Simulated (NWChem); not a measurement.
System: MgHCl; SMILES [MgH][Cl]

The following NWChem deck was run.

```
start job
memory heap 200 mb stack 900 mb global 1100 mb
geometry units angstroms noautosym nocenter noautoz
  Mg    -0.001929     1.135785     0.000000
  H     -0.007709     2.829044     0.000000
  Cl     0.001422    -1.075646     0.000000
end
basis spherical
  * library def2-tzvp
end
dft
  xc xcamb88 1.00 lyp 0.81 vwn_5 0.19 hfexch 1.00
  cam 0.33 cam_alpha 0.19 cam_beta 0.46
  iterations 150
  vectors input atomic output neutral.movecs
end
task dft energy
charge 1
dft
  odft
  mult 2
  vectors input atomic output cation.movecs
end
task dft energy
```

All runs use the structure optimised with B3LYP/6-31G* (spherical d).

Ions are spin-unrestricted doublets at the neutral geometry; other ion states weren't tried.

Problem. What results follow from this input? (CAM-B3LYP/def2-TZVP, vertical spin-unrestricted ions.) Quantities: vertical ionisation energy, ΔSCF (eV); −ε(HOMO) (eV).

Solution. 
```yaml
vertical ionisation energy, ΔSCF (eV): 11.43
"−ε(HOMO) (eV)": 9.72
```
